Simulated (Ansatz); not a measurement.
Species: Si2N2H7 (charge 0, doublet). SMILES: [NH][SiH2][SiH2]N
Coordinates optimised at B3LYP-D3(BJ)/def2-TZVP (Ansatz, a program for electronic structure):
```xyz
11

N      0.6534     1.9891    -0.4736
Si     0.9699     0.3504    -0.8983
Si    -0.2128    -0.9018     0.7593
N     -1.9226    -0.6830     0.7734
H     -0.2011     2.3794    -0.8733
H      2.4202     0.0682    -0.7690
H      0.5069    -0.0978    -2.2441
H      0.3216    -0.5216     2.0863
H      0.0571    -2.3357     0.4818
H     -2.3236     0.1777     1.1118
H     -2.4966    -1.0936     0.0539
```
Charge 0, spin multiplicity 2.

Wanted: atomisation energy, in kcal/mol. Set-up: LANL2DZ with its own core potentials from Na on; non-relativistic; dispersion terms only where a functional's name holds one; frozen cores in correlated levels; 6-311+G** with 5d, 6d on Na to Ar in Ansatz; spin-orbit terms left out; atomisation electronic, to ground-state atoms; six Cartesian d functions in 6-31G* and its kin unless marked 5d; UHF or UKS for open shells. Basis-set limits of correlation are two-point, X^-3; Hartree-Fock from the larger set. Ab initio and DFT rows: single points at B3LYP-D3(BJ) geometries (Ansatz).

Coupled cluster (Ansatz) is a level with limits of its own, used here on species with T1 under 0.025 (0.045 for open shells) and stable references: CCSD(T)/CBS(cc-pV(T+d)Z,cc-pV(Q+d)Z).

Value to compare with, CCSD(T)/CBS(cc-pV(T+d)Z,cc-pV(Q+d)Z) (Ansatz): 805.4 kcal/mol.

| level | program | atomisation energy (kcal/mol) | difference |
|---|---|---|---|
| B3LYP/STO-3G | Ansatz | 968.5 | 163.1 |
| B3LYP/3-21G | Ansatz | 737.5 | -67.9 |
| B3LYP/LANL2DZ | Ansatz | 750.2 | -55.2 |
| B3LYP/6-31G | Ansatz | 719.0 | -86.4 |
| B3LYP/6-31G* | Ansatz | 782.6 | -22.8 |
| B3LYP/6-31+G* | Ansatz | 785.5 | -19.9 |
| B3LYP/6-31G** | Ansatz | 792.3 | -13.1 |
| B3LYP/def2-SVP | Ansatz | 791.3 | -14.1 |
| B3LYP/cc-pVDZ | Ansatz | 772.9 | -32.5 |
| B3LYP/6-311+G** | Ansatz | 790.7 | -14.7 |
| B3LYP/def2-TZVPD | Ansatz | 803.5 | -1.9 |

Among the 10 habitual levels, B3LYP/STO-3G lies farthest from CCSD(T)/CBS(cc-pV(T+d)Z,cc-pV(Q+d)Z) (Ansatz) (163.1 kcal/mol) and B3LYP/6-31G** nearest (-13.1); 1 of 10 lie above it, and their mean absolute difference is 49.0 kcal/mol, the median 27.6. One case shows no general order.

The sets are all those run for this method; left out are runs that failed, that the program found above a lower state of the same kind, or whose <S^2> lies over 0.5 above the pure value.
